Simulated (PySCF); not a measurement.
A structure optimised at B3LYP-D3(BJ)/def2-SVP, used in a PySCF frequency run:

```
Te
Se 1 2.5300
H 2 1.4809 1 96.61
I 1 2.7706 2 103.18 3 87.55
```
Charge 0, spin multiplicity 1.

Q: Write its SMILES and formula.

A: [SeH][Te]I, HISeTe

Q: What are its rotational constants (standard atomic weights)?

A: 2.4581, 0.56757, 0.46291 GHz
